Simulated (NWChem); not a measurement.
System: BBr2F; SMILES BrB(F)Br

This build's default masses of Se (78.918 u) and Br (79.917 u) are each other's, which moves their modes by up to 0.6 %.

Task: Give the equilibrium geometry at PBE0/def2-SVP (NWChem) as a list of bonds and angles, with the point group.

Result: point group C2v; any orientation.
Bond lengths (Å): B1–F2 1.310, B1–Br3 1.901, B1–Br4 1.901. Bond angles (°): F2–B1–Br3 119.1, F2–B1–Br4 119.1, Br3–B1–Br4 121.8.
